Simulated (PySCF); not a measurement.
## Static response to an electric field

Compound: C6H8O2.
Geometry (PBE0-D3(BJ)/def2-SVP, Å), atoms numbered from 1 in this order:
```
atom  x, y, z in Å
C1     3.321    0.260    0.637
C2     2.330   -0.169   -0.144
C3     1.005    0.508   -0.273
C4    -0.158   -0.441   -0.154
O5    -0.093   -1.637   -0.113
O6    -1.322    0.252   -0.120
C7    -2.496   -0.448   -0.038
C8    -3.662    0.189   -0.022
H9     4.277   -0.266    0.684
H10    3.214    1.154    1.260
H11    2.462   -1.076   -0.744
H12    0.876    1.316    0.464
H13    0.903    0.992   -1.262
H14   -2.371   -1.533    0.013
H15   -4.588   -0.383    0.047
H16   -3.715    1.278   -0.075
```

Level: PBE0/def2-SVPD (PySCF), static field, nuclei fixed, core orbitals frozen in the response. The polarisability tensor in these axes (au):

```
x   118.31  -3.90   6.67
y    -3.90  72.52   2.56
z     6.67   2.56  59.93
```

Give the principal values, the mean and the anisotropy Δα = √{½[(α1 − α2)² + (α2 − α3)² + (α1 − α3)²]}.

Principal values 58.54, 72.89 and 119.34 au; mean 83.59 au = 12.39 Å³ = 13.78 × 10⁻⁴⁰ C²·m²/J; Δα = 55.05 au (66 % of the mean).

What is the dipole moment, and where does it point?

(-0.10, 1.75, -0.18) D, 1.76 D in size, pointing from the negative to the positive side. Measured along this direction, the outermost atoms are O5 at the negative end and H16 at the positive end.

Find the Langevin capture rate constant for NH4+ (18.034 u) meeting this molecule (112.052 u), k = 2.342 × 10⁻⁹ cm³/s × √(α in Å³ / reduced mass in u).

The reduced mass is 15.53 u, so k = 2.09 × 10⁻⁹ cm³/s. The formula leaves out the permanent dipole, which adds to the capture rate.

Rayleigh depolarisation ratio (linearly polarised light, static tensor)?

ρ = 3Δα²/(45ᾱ² + 4Δα²) = 9090.8/(314414 + 12121.1) = 0.0278.

Orientational against electronic polarisability at 273 K (dilute gas, rigid molecules)?

In Gaussian units μ²/3kT = 27.51 Å³ against 12.39 Å³, a ratio of 2.22; the Debye molar polarisation (4π/3)N_A(α + μ²/3kT) is 100.7 cm³/mol, leaving out the vibrational part.

Geometry: PBE0-D3(BJ)/def2-SVP, one conformer, isolated molecule.
